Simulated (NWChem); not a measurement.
System: SnClF, singlet; SMILES [F][Sn][Cl]

NWChem input:

```
start job
memory heap 200 mb stack 900 mb global 1100 mb
geometry units angstroms noautosym nocenter noautoz
  Sn    -0.343846     0.445079     0.000000
  F      1.439574     1.241775     0.000000
  Cl     0.331746    -1.843791     0.000000
end
basis spherical
  * library def2-svpd
end
ecp
  Sn library def2-ecp
end
dft
  xc pbe0
  iterations 150
end
property
  response 1 0.0
end
task dft property
```

NWChem printed, in part:

```
             Northwest Computational Chemistry Package (NWChem) 7.3.0
             --------------------------------------------------------

                             Geometry "geometry" -> ""
                             -------------------------

 Output coordinates in angstroms (scale by  1.889725989 to convert to a.u.)

  No.       Tag          Charge          X              Y              Z
 ---- ---------------- ---------- -------------- -------------- --------------
    1 Sn                  50.0000    -0.34384600     0.44507900     0.00000000
    2 F                    9.0000     1.43957400     1.24177500     0.00000000
    3 Cl                  17.0000     0.33174600    -1.84379100     0.00000000

 Effective nuclear repulsion energy (a.u.)     335.0863994082

                                 NWChem DFT Module
                                 -----------------

 Summary of "ao basis" -> "ao basis" (spherical)
 ------------------------------------------------------------------------------
       Tag                 Description            Shells   Functions and Types
 ---------------- ------------------------------  ------  ---------------------
 Sn                        def2-svpd                12       32   5s4p3d
 F                         def2-svpd                 9       23   4s3p2d
 Cl                        def2-svpd                11       27   5s4p2d

            General Information
            -------------------
          SCF calculation type: DFT
          Wavefunction type:  closed shell.
          No. of atoms     :     3
          No. of electrons :    48
           Alpha electrons :    24
            Beta electrons :    24
          Charge           :     0
          Spin multiplicity:     1
          Use of symmetry is: off; symmetry adaption is: off
          Maximum number of iterations: 150
          AO basis - number of functions:    82
                     number of shells:    32
          Convergence on energy requested:  1.00D-06
          Convergence on density requested:  1.00D-05
          Convergence on gradient requested:  5.00D-04

              XC Information
              --------------
                         PBE0 Method XC Functional
                     Hartree-Fock (Exact) Exchange  0.250
          PerdewBurkeErnzerhof Exchange Functional  0.750
            Perdew 1991 LDA Correlation Functional  1.000 local
           PerdewBurkeErnz. Correlation Functional  1.000 non-local

             Grid Information
             ----------------
          Grid used for XC integration:  medium
          Radial quadrature: Mura-Knowles
          Angular quadrature: Lebedev.
          Tag              B.-S. Rad. Rad. Pts. Rad. Cut. Ang. Pts.
          ---              ---------- --------- --------- ---------
          Sn                  1.45      123          11.0       590
          F                   0.50       49          12.0       434
          Cl                  1.00       88          12.0       590
          Grid pruning is: on
          Number of quadrature shells:   260
          Spatial weights used:  Erf1

      Superposition of Atomic Density Guess
      -------------------------------------

 Sum of atomic energies:        -807.71953783

      Non-variational initial energy
      ------------------------------

 Total energy =    -771.914420
 1-e energy   =   -1471.532161
 2-e energy   =     538.349897
 HOMO         =      -0.321117
 LUMO         =      -0.049166

   convergence    iter        energy       DeltaE   RMS-Dens  Diis-err
 ---------------- ----- ----------------- --------- --------- ---------
 d= 0,ls=0.0,diis     1   -773.8875895207 -9.35D+02  2.44D-02  7.40D-01
 d= 0,ls=0.0,diis     2   -773.4802954728  4.07D-01  1.31D-02  5.17D+00
 d= 0,ls=0.0,diis     3   -773.9838425488 -5.04D-01  3.59D-03  4.05D-02
 d= 0,ls=0.0,diis     4   -773.9877445792 -3.90D-03  1.50D-03  2.10D-02
 d= 0,ls=0.0,diis     5   -773.9907135702 -2.97D-03  1.17D-04  1.11D-04
  Resetting Diis
 d= 0,ls=0.0,diis     6   -773.9907266701 -1.31D-05  4.43D-05  9.45D-06
 d= 0,ls=0.0,diis     7   -773.9907281018 -1.43D-06  1.40D-05  3.19D-07
 d= 0,ls=0.0,diis     8   -773.9907281024 -5.99D-10  6.62D-06  3.70D-07

         Total DFT energy =     -773.990728102423
      One electron energy =    -1472.913214406970
           Coulomb energy =      594.198763984170
    Exchange-Corr. energy =      -56.544121605650
 Nuclear repulsion energy =      161.267843926027

 Numeric. integr. density =       48.000002649056

                       DFT Final Molecular Orbital Analysis
                       ------------------------------------

 Vector   22  Occ=2.000000D+00  E=-3.403073D-01
              MO Center=  3.1D-01, -1.7D+00,  1.3D-08, r^2= 1.6D+00
   Bfn.  Coefficient  Atom+Function         Bfn.  Coefficient  Atom+Function
  ----- ------------  ---------------      ----- ------------  ---------------
    69      0.594828  3 Cl pz                66      0.453993  3 Cl pz
    63      0.263654  3 Cl pz                14      0.108944  1 Sn pz
    39      0.096265  2 F  pz                72      0.094084  3 Cl pz
    42     -0.066538  2 F  pz                19      0.054760  1 Sn d -1
    17      0.037341  1 Sn pz                79      0.035292  3 Cl d -1

[...]

 DFT Linear Response polarizability / au
 Frequency  =       0.0000000 / au
              X              Y              Z
 -----------------------------------------------
 X      49.3992957     -4.2775165     -0.0000001
 Y      -4.2775150     68.0671678      0.0000000
 Z      -0.0000001      0.0000000     43.1340945
 -----------------------------------------------
 Eigenvalues =      48.4658314     69.0006321     43.1340945
 Isotropic   =      53.5335193
 Anisotropic =      23.6556888
 -----------------------------------------------

 Magnetic Dipole Response Matrix (nonzero elements):

 Exiting AOResponse driver routine
```

Level: PBE0/def2-SVPD with def2 effective core potentials on Sn. Low-valent species are run as closed-shell singlets; no triplet was tried in these runs. Coordinates come from a PBE0/def2-SVP optimisation. def2 effective core potentials on Sn; no spin-orbit coupling.
